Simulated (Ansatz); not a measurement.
Computed with Ansatz on PBE0-D4/def2-TZVP structures; ΔE is electronic, products minus reactants. CCSD(T)/CBS is the MP2 limit (def2-TZVPP, def2-QZVPP) plus CCSD(T) − MP2 in def2-TZVPP, frozen cores. This one scheme is used for every species, atoms too. DFT in def2-TZVPP. B3LYP here is the variant with VWN-RPA as its local correlation; programs differ in this. Open shells (•) are unrestricted, without spin–orbit coupling. Spin–orbit coupling would lower the free atoms: a little for O, Si; clearly for Ge. For Ge outer-core shells are correlated without core-valence functions, so the limit isn't a true one: a few kJ/mol of doubt a bond, and 10 to 20 or more in all where bonds break to atoms. Scalar relativity is left out up to krypton. One conformer a species, not always the lowest.

Consider the atomization: `N[SiH2][O][GeH2][NH2]` → Ge• + 8 H• + 2 N• + O• + Si•.

`N[SiH2][O][GeH2][NH2]`:

Cartesian coordinates in Å:
```
N -1.464 -0.862 -0.763
Si -1.305 0.821 -0.428
O 0.257 1.277 -0.488
Ge 1.704 0.333 -0.019
N 1.427 -0.753 1.419
H -2.136 -1.400 -0.241
H -1.383 -1.212 -1.705
H -1.894 0.986 0.929
H -2.013 1.695 -1.399
H 2.077 -0.543 -1.222
H 2.759 1.381 0.349
H 0.705 -1.445 1.273
H 1.265 -0.279 2.296
```

```tsv
level	ΔE (kJ/mol)	difference from CCSD(T)/CBS
r2SCAN-D4	4335.2	-43.5
B3LYP-D4	4356.2	-22.5
PBE	4347.7	-31.0
PBE0	4276.2	-102.5
SCS-MP2/def2-TZVPP	4312.3	-66.4
CCSD/def2-TZVPP	4186.0	-192.7
HF/def2-QZVPP	3033.5	-1345.2
MP2/def2-QZVPP	4365.7	-13.0
HF/CBS(def2)	3035.1	-1343.6
CCSD/CBS(def2)	4316.7	-62.0
CCSD(T)/CBS	4378.7	0
```

Largest T1 diagnostic among the species: 0.012.

The D4 term adds +47.1 kJ/mol with B3LYP and +25.1 kJ/mol with PBE0; it sums over pairs of atoms, weighted by their polarisabilities, and B3LYP, whose exchange is more repulsive, gets the larger term. From PBE to PBE0 (25 % exact exchange), in def2-TZVPP and without D4, ΔE moves by −71.5 kJ/mol: exact exchange takes away binding that semilocal exchange gives to molecules. In def2-TZVPP, CCSD(T) changes the Hartree–Fock value by +1224.5 kJ/mol (the triples alone add +62.0 kJ/mol) and MP2 by +1263.7 kJ/mol; breaking electron pairs costs correlation energy, which Hartree–Fock lacks.

For atomizations the MP2-based limit and the directly extrapolated one differ by several kJ/mol either way, and by 10 to 25 for some Ge, Se and Sn compounds, so smaller differences from it don't rank the levels.
